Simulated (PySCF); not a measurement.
Compound: C3HN3Se.
Atom-mapped SMILES: `[N:1]#[C:2][c:3]1[cH:4][n:5][se:6][n:7]1` (hydrogens: H8 on C4)

Linear response at PBE0/def2-SVPD (PySCF, frozen core in the response, non-relativistic). Geometry: PBE0-D3(BJ)/def2-SVP; no solvent, vibrations or thermal averaging. Relativistic effects, spin–orbit coupling among them, are left out although an element past zinc is present.

Static isotropic polarisability: 76.38 au (11.32 Å³), principal values 45.8, 67.3, 116.0 au.

Q: What is the polarisability at 1064 nm and at the sodium D line?

A: 77.49 au at 1064 nm (+1.4 %), 80.32 au at 589.3 nm (+5.2 %). The rise at 589.3 nm is 3.56 times that at 1064 nm; a pure ω² law gives 3.26. The lowest singlet lies at 266 nm, shorter than both wavelengths.

Q: What is the isotropic C6 coefficient between two such molecules, C6 = (3/π)∫α(iω)² dω?

A: 2102 au (Eh·bohr⁶) by a ten-point quadrature over imaginary frequencies, which is 1260 eV·Å⁶ or 121 J·nm⁶/mol.

Q: Which effective excitation energy ω̄ makes London's formula C6 = (3/4)α²ω̄ exact here?

A: ω̄ = 4·C6/(3α²) = 0.480 Eh = 13.1 eV. A one-pole form α(ω) = α/(1 − ω²/ω̄²) fitted to the 1064 nm value gives 9.8 eV.

Q: How many electrons N does the Slater–Kirkwood formula C6 = (3/4)·√N·α^(3/2) need to give this C6?

A: N = (4·C6/3)²/α³ = 17.6; the species has 74 electrons in all.

Q: The lowest 6 singlets have (eV, f): 4.66, 0.000; 4.71, 0.204; 5.16, 0.000; 5.36, 0.000; 6.06, 0.000; 6.07, 0.016. What share of the static polarisability do they carry in the sum over states α = Σ f/ω²?

A: 7.14 au, 9.4 % of α; the largest term, 6.81 au, is that of the state at 4.71 eV. Their oscillator strengths add up to 0.22. Higher states carry the rest.

Q: What three-body coefficient follows from the one-pole estimate C9 = (3/4)·α·C6?

A: 120000 au. This is an estimate from the two numbers above, not a computed integral.

Q: What does −C6/R⁶ come to at R = 12 Å between centres?

A: -41 J/mol. This is the leading, orientation-averaged term; C8 and higher terms are left out.
